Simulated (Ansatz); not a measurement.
CH$_{5}$FSSi, SMILES `F[SiH2]CS`. The species carries charge 0 and has multiplicity 1. The geometry is a stationary point of PBE0-D4/def2-TZVP. It is one conformer, not always the lowest.

```xyz
9

F    -0.301   -1.466    1.266
Si    0.383   -0.992   -0.105
C     0.252    0.864   -0.200
S    -1.475    1.402   -0.056
H     1.800   -1.435   -0.062
H    -0.344   -1.625   -1.228
H     0.580    1.188   -1.192
H     0.884    1.370    0.533
H    -1.778    0.694    1.044
```

What is the dipole moment at B3LYP/def2-TZVPP? (Best estimate.)

Computed: 1.61 D, with components (1.45, 0.27, -0.64) D in this frame, pointing from negative to positive charge.

And with PBE, r2SCAN, ωB97M-V? (Estimate.)

The calculation gave: PBE 1.52 D, r2SCAN 1.59 D, ωB97M-V 1.58 D.

Give the Mulliken charges with B3LYP, PBE, ωB97M-V in def2-TZVPP. (Best estimate.)

Computed: 
| atom | B3LYP | PBE | ωB97M-V |
| --- | --- | --- | --- |
| F1 | -0.34 | -0.29 | -0.33 |
| Si2 | 0.58 | 0.49 | 0.49 |
| C3 | -0.24 | -0.22 | -0.32 |
| S4 | -0.17 | -0.19 | -0.15 |
| H5 | -0.09 | -0.08 | -0.05 |
| H6 | -0.08 | -0.07 | -0.04 |
| H7 | 0.11 | 0.12 | 0.13 |
| H8 | 0.12 | 0.12 | 0.14 |
| H9 | 0.11 | 0.12 | 0.12 |

B3LYP here is the variant with VWN-RPA as its local correlation; programs differ in this.
